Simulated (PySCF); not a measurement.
H3GeO3 (SMILES [OH][Ge]([OH])[OH]), doublet, at a GFN2-xTB geometry. Base run: R2SCAN/6-31G run with PySCF.

Input for PySCF:
```python
from pyscf import gto, scf, dft

mol = gto.M(
    atom='''
O    -0.890264   -1.046493   -0.981578
Ge   -0.135613   -0.047361    0.310441
O    -0.261370    1.641596   -0.296750
O     1.619040   -0.431866    0.208358
H    -1.662828   -0.651932   -1.382051
H     0.453484    2.212240   -0.020595
H     1.809713   -1.350635    0.028302
''',
    basis='6-31g',
    charge=0,
    spin=1,
    verbose=4,
)

mf = dft.UKS(mol)
mf.xc = 'r2scan'
mf.kernel()
```

The base run was repeated with changes; each row names its change, and settings that it needs were set with it.

```
change                                                                            ΔE vs base (µEh)  SCF cycles  <S^2>        outcome
--------------------------------------------------------------------------------  ----------------  ----------  -----  -------------
base                                                                                           0.0          11  0.753      converged
diis = off; damp = 0.6 (with mf.diis_start_cycle = 200; with mf.max_cycle = 150)               0.0          23  0.753      converged
init_guess = sap                                                                               0.0          12  0.753      converged
solver = newton; init_guess = 1e                                                               0.0           -  0.753      converged
init_guess = mod_huckel                                                                        0.0          11  0.753      converged
diis = off (with mf.max_cycle = 100)                                                             -         100      -  not converged
conv_tol_grad = 1e-3                                                                           0.0          11  0.753      converged
init_guess = atom                                                                              0.0          11  0.753      converged
level_shift = 0.3 (with mf.max_cycle = 100)                                                    0.0          17  0.753      converged
level_shift = 0.5 (with mf.max_cycle = 100)                                                    0.0          23  0.753      converged
diis_space = 20                                                                                0.0          11  0.753      converged
conv_tol = 1e-7                                                                                0.1           9  0.753      converged
init_guess = 1e                                                                                0.0          25  0.753      converged
```

Open shells are given as the SCF converged; they aren't shown to be the lowest states, and a large step between rows can be another state.
